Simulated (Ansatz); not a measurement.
# Molecular dynamics of AlFH4O2Si

Input file:

```yaml
crystal:
  periodic: [false, false, false]
  atoms:
    - { symbol: Al, position_ang: [-0.010184, -0.009505, -0.051272] }
    - { symbol: O, position_ang: [-0.221466, -0.068312, 1.635999] }
    - { symbol: H, position_ang: [-1.098098, -0.557056, 1.791826] }
    - { symbol: F, position_ang: [1.349849, 0.681615, -0.610468] }
    - { symbol: O, position_ang: [-1.082688, -0.62091, -1.198933] }
    - { symbol: Si, position_ang: [-2.572726, -1.265001, -0.756012] }
    - { symbol: H, position_ang: [-2.462504, -2.292176, 0.264595] }
    - { symbol: H, position_ang: [-3.475723, -0.254237, -0.237612] }
    - { symbol: H, position_ang: [-3.17676, -1.856119, -1.927923] }
basis:
  gaussian: { orbitals: STO-3G }
hamiltonian:
  xc: pbe0
md:
  timestep: 0.5
  n_steps: 300
  ensemble: nvt_langevin
  temperature: 400.0
  initial_velocities: maxwell_boltzmann
  seed: 124790
  friction: 0.005
```

Run as:

```bash
$ ansatz run input.yaml --threads 1 --pin off --max-ram 2048MiB --backend cpu --events-out ev --progress --plain --runs-dir out
```

It starts from a relaxed structure.

Output, in part (one step line in 4, the closing report, with atoms numbered from 0):

```
md step     0: t =     0.00 fs  T =   355.6 K  F+E_penalty+E_count = -21074.16649293 eV  E_kin = 0.413632 eV  (22 SCF iters)
md step     4: t =     2.00 fs  T =   266.4 K  F+E_penalty+E_count = -21074.08317997 eV  E_kin = 0.309897 eV  (27 SCF iters)
md step     8: t =     4.00 fs  T =   195.1 K  F+E_penalty+E_count = -21074.00418014 eV  E_kin = 0.226996 eV  (28 SCF iters)
md step    12: t =     6.00 fs  T =   163.6 K  F+E_penalty+E_count = -21073.96238674 eV  E_kin = 0.190304 eV  (21 SCF iters)
md step    16: t =     8.00 fs  T =   132.6 K  F+E_penalty+E_count = -21073.91606106 eV  E_kin = 0.154301 eV  (22 SCF iters)
md step    20: t =    10.00 fs  T =   178.6 K  F+E_penalty+E_count = -21073.93477784 eV  E_kin = 0.207828 eV  (29 SCF iters)
md step    24: t =    12.00 fs  T =   300.2 K  F+E_penalty+E_count = -21074.06056190 eV  E_kin = 0.349183 eV  (28 SCF iters)
md step    28: t =    14.00 fs  T =   321.0 K  F+E_penalty+E_count = -21074.08154991 eV  E_kin = 0.373425 eV  (27 SCF iters)
md step    32: t =    16.00 fs  T =   278.5 K  F+E_penalty+E_count = -21074.05960991 eV  E_kin = 0.324006 eV  (27 SCF iters)
md step    36: t =    18.00 fs  T =   268.0 K  F+E_penalty+E_count = -21074.04050683 eV  E_kin = 0.311804 eV  (26 SCF iters)
md step    40: t =    20.00 fs  T =   199.1 K  F+E_penalty+E_count = -21073.96293569 eV  E_kin = 0.231652 eV  (26 SCF iters)
md step    44: t =    22.00 fs  T =   134.9 K  F+E_penalty+E_count = -21073.89424955 eV  E_kin = 0.156934 eV  (21 SCF iters)
md step    48: t =    24.00 fs  T =   182.2 K  F+E_penalty+E_count = -21073.92673551 eV  E_kin = 0.211932 eV  (20 SCF iters)
md step    52: t =    26.00 fs  T =   206.7 K  F+E_penalty+E_count = -21073.97054819 eV  E_kin = 0.240491 eV  (21 SCF iters)
md step    56: t =    28.00 fs  T =   255.4 K  F+E_penalty+E_count = -21074.00889816 eV  E_kin = 0.297163 eV  (24 SCF iters)
md step    60: t =    30.00 fs  T =   334.5 K  F+E_penalty+E_count = -21074.07193250 eV  E_kin = 0.389155 eV  (28 SCF iters)
md step    64: t =    32.00 fs  T =   331.6 K  F+E_penalty+E_count = -21074.07499907 eV  E_kin = 0.385726 eV  (27 SCF iters)
md step    68: t =    34.00 fs  T =   299.1 K  F+E_penalty+E_count = -21074.02246071 eV  E_kin = 0.347994 eV  (27 SCF iters)
md step    72: t =    36.00 fs  T =   261.8 K  F+E_penalty+E_count = -21073.94411459 eV  E_kin = 0.304581 eV  (27 SCF iters)
md step    76: t =    38.00 fs  T =   238.2 K  F+E_penalty+E_count = -21073.90047747 eV  E_kin = 0.277157 eV  (27 SCF iters)
md step    80: t =    40.00 fs  T =   220.5 K  F+E_penalty+E_count = -21073.88627310 eV  E_kin = 0.256534 eV  (21 SCF iters)
md step    84: t =    42.00 fs  T =   274.2 K  F+E_penalty+E_count = -21073.94423760 eV  E_kin = 0.319010 eV  (28 SCF iters)
md step    88: t =    44.00 fs  T =   352.0 K  F+E_penalty+E_count = -21073.96561815 eV  E_kin = 0.409501 eV  (26 SCF iters)
md step    92: t =    46.00 fs  T =   363.5 K  F+E_penalty+E_count = -21074.00230463 eV  E_kin = 0.422873 eV  (23 SCF iters)
md step    96: t =    48.00 fs  T =   362.4 K  F+E_penalty+E_count = -21074.00155763 eV  E_kin = 0.421617 eV  (28 SCF iters)
md step   100: t =    50.00 fs  T =   302.9 K  F+E_penalty+E_count = -21073.95688367 eV  E_kin = 0.352425 eV  (27 SCF iters)
md step   104: t =    52.00 fs  T =   231.1 K  F+E_penalty+E_count = -21073.90185071 eV  E_kin = 0.268849 eV  (27 SCF iters)
md step   108: t =    54.00 fs  T =   280.5 K  F+E_penalty+E_count = -21073.90875844 eV  E_kin = 0.326334 eV  (28 SCF iters)
md step   112: t =    56.00 fs  T =   282.8 K  F+E_penalty+E_count = -21073.90071074 eV  E_kin = 0.329008 eV  (28 SCF iters)
md step   116: t =    58.00 fs  T =   281.9 K  F+E_penalty+E_count = -21073.89992270 eV  E_kin = 0.327952 eV  (27 SCF iters)
md step   120: t =    60.00 fs  T =   340.0 K  F+E_penalty+E_count = -21073.94678436 eV  E_kin = 0.395531 eV  (28 SCF iters)
md step   124: t =    62.00 fs  T =   308.0 K  F+E_penalty+E_count = -21073.96568922 eV  E_kin = 0.358306 eV  (28 SCF iters)
md step   128: t =    64.00 fs  T =   276.6 K  F+E_penalty+E_count = -21073.93445029 eV  E_kin = 0.321758 eV  (27 SCF iters)
md step   132: t =    66.00 fs  T =   288.0 K  F+E_penalty+E_count = -21073.91865319 eV  E_kin = 0.335085 eV  (28 SCF iters)
md step   136: t =    68.00 fs  T =   291.8 K  F+E_penalty+E_count = -21073.93051687 eV  E_kin = 0.339451 eV  (28 SCF iters)
md step   140: t =    70.00 fs  T =   252.2 K  F+E_penalty+E_count = -21073.87299013 eV  E_kin = 0.293390 eV  (27 SCF iters)
md step   144: t =    72.00 fs  T =   289.5 K  F+E_penalty+E_count = -21073.91764548 eV  E_kin = 0.336828 eV  (27 SCF iters)
md step   148: t =    74.00 fs  T =   324.8 K  F+E_penalty+E_count = -21073.95522468 eV  E_kin = 0.377808 eV  (27 SCF iters)
md step   152: t =    76.00 fs  T =   353.8 K  F+E_penalty+E_count = -21074.00692242 eV  E_kin = 0.411600 eV  (29 SCF iters)
md step   156: t =    78.00 fs  T =   378.0 K  F+E_penalty+E_count = -21074.05136008 eV  E_kin = 0.439715 eV  (29 SCF iters)
md step   160: t =    80.00 fs  T =   409.3 K  F+E_penalty+E_count = -21074.05563140 eV  E_kin = 0.476170 eV  (27 SCF iters)
md step   164: t =    82.00 fs  T =   373.0 K  F+E_penalty+E_count = -21073.99013200 eV  E_kin = 0.433896 eV  (27 SCF iters)
md step   168: t =    84.00 fs  T =   330.8 K  F+E_penalty+E_count = -21073.94889750 eV  E_kin = 0.384789 eV  (28 SCF iters)
md step   172: t =    86.00 fs  T =   310.3 K  F+E_penalty+E_count = -21073.94566821 eV  E_kin = 0.361024 eV  (29 SCF iters)
md step   176: t =    88.00 fs  T =   303.9 K  F+E_penalty+E_count = -21073.93074887 eV  E_kin = 0.353596 eV  (21 SCF iters)
md step   180: t =    90.00 fs  T =   353.6 K  F+E_penalty+E_count = -21073.99567900 eV  E_kin = 0.411391 eV  (24 SCF iters)
md step   184: t =    92.00 fs  T =   408.3 K  F+E_penalty+E_count = -21074.01718544 eV  E_kin = 0.475041 eV  (27 SCF iters)
md step   188: t =    94.00 fs  T =   427.3 K  F+E_penalty+E_count = -21074.02201515 eV  E_kin = 0.497077 eV  (27 SCF iters)
md step   192: t =    96.00 fs  T =   384.1 K  F+E_penalty+E_count = -21073.98251657 eV  E_kin = 0.446803 eV  (26 SCF iters)
md step   196: t =    98.00 fs  T =   376.0 K  F+E_penalty+E_count = -21073.95148343 eV  E_kin = 0.437450 eV  (26 SCF iters)
md step   200: t =   100.00 fs  T =   344.5 K  F+E_penalty+E_count = -21073.90423670 eV  E_kin = 0.400727 eV  (22 SCF iters)
md step   204: t =   102.00 fs  T =   392.4 K  F+E_penalty+E_count = -21073.93015618 eV  E_kin = 0.456446 eV  (27 SCF iters)
md step   208: t =   104.00 fs  T =   387.0 K  F+E_penalty+E_count = -21073.97040809 eV  E_kin = 0.450213 eV  (27 SCF iters)
md step   212: t =   106.00 fs  T =   411.7 K  F+E_penalty+E_count = -21074.00009207 eV  E_kin = 0.478986 eV  (28 SCF iters)
md step   216: t =   108.00 fs  T =   410.4 K  F+E_penalty+E_count = -21074.00212612 eV  E_kin = 0.477482 eV  (21 SCF iters)
md step   220: t =   110.00 fs  T =   393.3 K  F+E_penalty+E_count = -21074.00311161 eV  E_kin = 0.457564 eV  (29 SCF iters)
md step   224: t =   112.00 fs  T =   367.9 K  F+E_penalty+E_count = -21073.95655821 eV  E_kin = 0.428011 eV  (29 SCF iters)
md step   228: t =   114.00 fs  T =   348.5 K  F+E_penalty+E_count = -21073.92624938 eV  E_kin = 0.405480 eV  (28 SCF iters)
md step   232: t =   116.00 fs  T =   342.6 K  F+E_penalty+E_count = -21073.91152590 eV  E_kin = 0.398515 eV  (28 SCF iters)
md step   236: t =   118.00 fs  T =   406.6 K  F+E_penalty+E_count = -21073.93109296 eV  E_kin = 0.473038 eV  (28 SCF iters)
md step   240: t =   120.00 fs  T =   429.3 K  F+E_penalty+E_count = -21073.96956732 eV  E_kin = 0.499452 eV  (27 SCF iters)
md step   244: t =   122.00 fs  T =   405.4 K  F+E_penalty+E_count = -21073.98379130 eV  E_kin = 0.471610 eV  (27 SCF iters)
md step   248: t =   124.00 fs  T =   425.9 K  F+E_penalty+E_count = -21074.00987130 eV  E_kin = 0.495438 eV  (27 SCF iters)
md step   252: t =   126.00 fs  T =   381.2 K  F+E_penalty+E_count = -21073.98166554 eV  E_kin = 0.443448 eV  (27 SCF iters)
md step   256: t =   128.00 fs  T =   372.0 K  F+E_penalty+E_count = -21073.95523608 eV  E_kin = 0.432742 eV  (27 SCF iters)
md step   260: t =   130.00 fs  T =   346.4 K  F+E_penalty+E_count = -21073.90722294 eV  E_kin = 0.402931 eV  (28 SCF iters)
md step   264: t =   132.00 fs  T =   328.5 K  F+E_penalty+E_count = -21073.90060559 eV  E_kin = 0.382176 eV  (26 SCF iters)
md step   268: t =   134.00 fs  T =   349.0 K  F+E_penalty+E_count = -21073.89380278 eV  E_kin = 0.406004 eV  (27 SCF iters)
md step   272: t =   136.00 fs  T =   397.5 K  F+E_penalty+E_count = -21073.94102408 eV  E_kin = 0.462469 eV  (23 SCF iters)
md step   276: t =   138.00 fs  T =   417.4 K  F+E_penalty+E_count = -21073.96957123 eV  E_kin = 0.485524 eV  (26 SCF iters)
md step   280: t =   140.00 fs  T =   447.7 K  F+E_penalty+E_count = -21074.01108370 eV  E_kin = 0.520809 eV  (27 SCF iters)
md step   284: t =   142.00 fs  T =   455.6 K  F+E_penalty+E_count = -21074.03165321 eV  E_kin = 0.529974 eV  (28 SCF iters)
md step   288: t =   144.00 fs  T =   436.2 K  F+E_penalty+E_count = -21074.00269960 eV  E_kin = 0.507469 eV  (27 SCF iters)
md step   292: t =   146.00 fs  T =   384.8 K  F+E_penalty+E_count = -21073.92648339 eV  E_kin = 0.447707 eV  (26 SCF iters)
md step   296: t =   148.00 fs  T =   401.3 K  F+E_penalty+E_count = -21073.90932248 eV  E_kin = 0.466873 eV  (26 SCF iters)
md step   300: t =   150.00 fs  T =   421.4 K  F+E_penalty+E_count = -21073.90654370 eV  E_kin = 0.490200 eV  (22 SCF iters)
Total energy: -21073.90655913 eV, -774.4517816411 hartree
Atom 0 at    -0.175924     0.412216     0.095648 Å, force    -1.982400    -1.933532     2.210082 eV/Å
Atom 1 at    -0.447827    -0.235628     1.684776 Å, force    -0.029107     0.300533    -0.599688 eV/Å
Atom 2 at    -1.379579    -0.652080     1.782441 Å, force     0.466164     0.292013    -0.557000 eV/Å
Atom 3 at     1.082403     1.324026    -0.080207 Å, force     2.200205     1.617875    -0.205090 eV/Å
Atom 4 at    -1.037650     0.134230    -1.279932 Å, force    -0.925327    -0.094634    -0.976225 eV/Å
Atom 5 at    -2.047019    -1.190684    -1.513591 Å, force     1.220724    -0.551680     0.021022 eV/Å
Atom 6 at    -1.542418    -2.266540    -0.639180 Å, force    -0.530538     0.149118    -0.410848 eV/Å
Atom 7 at    -3.435029    -0.948811    -1.211258 Å, force    -0.194237     0.104254     0.040312 eV/Å
Atom 8 at    -1.902572    -1.616807    -2.909981 Å, force    -0.225484     0.116052     0.477435 eV/Å
Dipole moment:    -0.318098    -0.115070    -0.028155 e Å
```

The run went to its last step. A run of 0.15 ps of so small a system gives no equilibrium averages. Limits of this set-up: minimal basis.

The same pairs are bonded in the first frame and the last. Pairs count as bonded within 1.25 times the sum of covalent radii (0.12 Å more for H–H).

Last frame:

```xyz
9
Properties=species:S:1:pos:R:3
Al -0.176 0.412 0.096
O -0.448 -0.236 1.685
H -1.380 -0.652 1.782
F 1.082 1.324 -0.080
O -1.038 0.134 -1.280
Si -2.047 -1.191 -1.514
H -1.542 -2.267 -0.639
H -3.435 -0.949 -1.211
H -1.903 -1.617 -2.910
```

Run time: 8.4 min on 1 thread of Arm Neoverse V2, with other jobs on the host, peak memory 0.1 GiB.
